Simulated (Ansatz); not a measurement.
Harmonic frequencies (cm⁻¹) at PBE0-D4/def2-TZVP from Ansatz: 400, 489, 760, 796, 892, 989, 1105, 1269, 1343, 1457, 2769, 3175.

Task: Which molecule is it?
A. `[OH][SbH2]`
B. `FC1BO1`
C. `FB1CO1`
D. `O=CBF`

Result: B.
